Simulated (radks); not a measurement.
The numbers below are computed, except where a source is named.
Species: Re49+. Configuration: [Ar] 3d8. Code: a radial shooting solver on a logarithmic mesh with Libxc functionals. Model: non-relativistic Kohn-Sham, TPSS, spin-polarised, spherical densities, point nucleus; open shells are filled with parallel spins first (spin-orbit coupling, left out, can overturn this in heavy ions); meta-GGA in the generalised Kohn-Sham scheme; relativity is left out, which matters for an element this heavy.

Normalised radial functions P(r) = r R(r), r in bohr:

```
   r/bohr * 3d down (the largest magnitude, 2.5, reaches the edge; | marks zero)
0.0009274 *
 0.001037 *
  0.00116 *
 0.001287 *
  0.00144 *
 0.001611 *
 0.001787 *
 0.001999 *
 0.002236 *
 0.002501 *
 0.002775 *
 0.003104 *
 0.003472 *
 0.003852 *
 0.004309 *
 0.004819 *
  0.00539 *
 0.005981 *
  0.00669 *
 0.007483 *
 0.008303 *
 0.009287 *
  0.01039 *
  0.01162 |*
  0.01289 |*
  0.01442 |*
  0.01613 |*
   0.0179 | *
  0.02002 | *
  0.02239 |  *
  0.02504 |   *
  0.02779 |    *
  0.03108 |      *
  0.03477 |       *
  0.03858 |          *
  0.04315 |            *
  0.04826 |                *
  0.05398 |                   *
   0.0599 |                       *
    0.067 |                            *
  0.07494 |                                 *
  0.08315 |                                      *
    0.093 |                                           *
    0.104 |                                               *
   0.1164 |                                                   *
   0.1291 |                                                     *
   0.1444 |                                                      *
   0.1615 |                                                     *
   0.1792 |                                                  *
   0.2005 |                                              *
   0.2242 |                                        *
   0.2508 |                                 *
   0.2783 |                          *
   0.3113 |                   *
   0.3482 |             *
   0.3863 |        *
   0.4321 |    *
   0.4833 |  *
   0.5406 |*
   0.5998 |*
   0.6709 *
```

3d down: eigenvalue -4421.2 eV, 0 radial nodes, <r> = 0.173 bohr, 90 % of the charge inside 0.265 bohr.
